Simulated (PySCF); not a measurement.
Point-charge models of `C(=O)(C#N)c1ccccc1` against its computed dipole.

Coordinates (GFN2-xTB, Å) and charges (e) from the PBE0/pcSseg-1 density (PySCF):

```json
{"atom": "N1", "x": "3.346", "y": "1.582", "z": "1.241", "Mulliken": "-0.2092", "IAO": "-0.1851", "Hirshfeld": "-0.1728", "ESP-fitted": "-0.3872"}
{"atom": "C2", "x": "2.773", "y": "0.770", "z": "0.673", "Mulliken": "+0.0527", "IAO": "+0.0972", "Hirshfeld": "+0.0848", "ESP-fitted": "+0.2936"}
{"atom": "C3", "x": "2.085", "y": "-0.285", "z": "-0.063", "Mulliken": "+0.4328", "IAO": "+0.3440", "Hirshfeld": "+0.1712", "ESP-fitted": "+0.3897"}
{"atom": "O4", "x": "2.714", "y": "-1.168", "z": "-0.604", "Mulliken": "-0.3213", "IAO": "-0.3687", "Hirshfeld": "-0.1949", "ESP-fitted": "-0.3905"}
{"atom": "C5", "x": "0.616", "y": "-0.168", "z": "-0.074", "Mulliken": "-0.3802", "IAO": "-0.0641", "Hirshfeld": "-0.0198", "ESP-fitted": "-0.0062"}
{"atom": "C6", "x": "-0.122", "y": "-1.138", "z": "-0.757", "Mulliken": "+0.0435", "IAO": "-0.1167", "Hirshfeld": "-0.0270", "ESP-fitted": "-0.0754"}
{"atom": "C7", "x": "-1.499", "y": "-1.062", "z": "-0.791", "Mulliken": "-0.0610", "IAO": "-0.1452", "Hirshfeld": "-0.0362", "ESP-fitted": "-0.1452"}
{"atom": "C8", "x": "-2.150", "y": "-0.020", "z": "-0.146", "Mulliken": "-0.0478", "IAO": "-0.1213", "Hirshfeld": "-0.0227", "ESP-fitted": "-0.1163"}
{"atom": "C9", "x": "-1.423", "y": "0.946", "z": "0.534", "Mulliken": "-0.0640", "IAO": "-0.1461", "Hirshfeld": "-0.0382", "ESP-fitted": "-0.0906"}
{"atom": "C10", "x": "-0.044", "y": "0.878", "z": "0.573", "Mulliken": "+0.0272", "IAO": "-0.1323", "Hirshfeld": "-0.0325", "ESP-fitted": "-0.2174"}
{"atom": "H11", "x": "0.408", "y": "-1.939", "z": "-1.251", "Mulliken": "+0.0973", "IAO": "+0.1773", "Hirshfeld": "+0.0562", "ESP-fitted": "+0.1357"}
{"atom": "H12", "x": "-2.069", "y": "-1.812", "z": "-1.319", "Mulliken": "+0.1042", "IAO": "+0.1636", "Hirshfeld": "+0.0596", "ESP-fitted": "+0.1488"}
{"atom": "H13", "x": "-3.228", "y": "0.039", "z": "-0.173", "Mulliken": "+0.1036", "IAO": "+0.1639", "Hirshfeld": "+0.0607", "ESP-fitted": "+0.1464"}
{"atom": "H14", "x": "-1.935", "y": "1.754", "z": "1.034", "Mulliken": "+0.1029", "IAO": "+0.1638", "Hirshfeld": "+0.0594", "ESP-fitted": "+0.1419"}
{"atom": "H15", "x": "0.523", "y": "1.630", "z": "1.102", "Mulliken": "+0.1192", "IAO": "+0.1696", "Hirshfeld": "+0.0524", "ESP-fitted": "+0.1727"}
```

Question: Form Σ q r in debye for every column and set it beside the full dipole.

Answer: The full density gives (-4.91, -0.35, -0.53) D, 4.95 D in size; dipole vectors point from the negative to the positive end.

```
    scheme     μx     μy     μz  size (D)  share of the full size (%)  angle to the full dipole (°)
  Mulliken  -5.41   0.03  -0.31      5.42                         109                             5
       IAO  -4.75   0.43   0.00      4.77                          96                            11
 Hirshfeld  -3.60  -0.22  -0.36      3.62                          73                             1
ESP-fitted  -4.93  -0.34  -0.52      4.97                         100                             0
```

Question: Which set comes closest?

Answer: Length of the difference vector: ESP-fitted 0.02 D, Mulliken 0.67 D, IAO 0.96 D, Hirshfeld 1.33 D. Closest: ESP-fitted. 

Question: What is left for the Hirshfeld atoms' own dipoles?

Answer: The Hirshfeld atoms' densities add up to the full density, so μ = Σ q r + Σ (atomic dipoles). The atomic dipoles sum to (-4.91, -0.35, -0.53) − (-3.60, -0.22, -0.36) = (-1.31, -0.13, -0.17) D, 1.33 D in size.

Question: With the origin at the mean of the coordinates, (0.000, 0.001, -0.001) Å, which are the largest single terms, by size, of the ESP-fitted dipole along the direction of the full one?

Answer: N1 +6.63, O4 +4.77, C2 -4.06, C3 -3.82, H13 +2.26 D; all 15 atoms together +4.97 D. The single terms depend on the origin, their sum doesn't.

Question: Give the size of the full dipole in other units.

Answer: 4.95 D = 1.947 au = 1.031 e·Å = 16.51 × 10⁻³⁰ C·m.

One conformer (not necessarily the lowest) at the GFN2-xTB geometry, without solvent, vibrations or thermal averaging.

These values come from a run that also computed NMR shieldings. Hardware: one thread of an Arm Neoverse V2, on a shared host. Cost: 30 s of wall time.

The values belong to the conformer `[N:1]#[C:2][C:3](=[O:4])[c:5]1[cH:6][cH:7][cH:8][cH:9][cH:10]1`: C2–C3–C5–C6 180°.
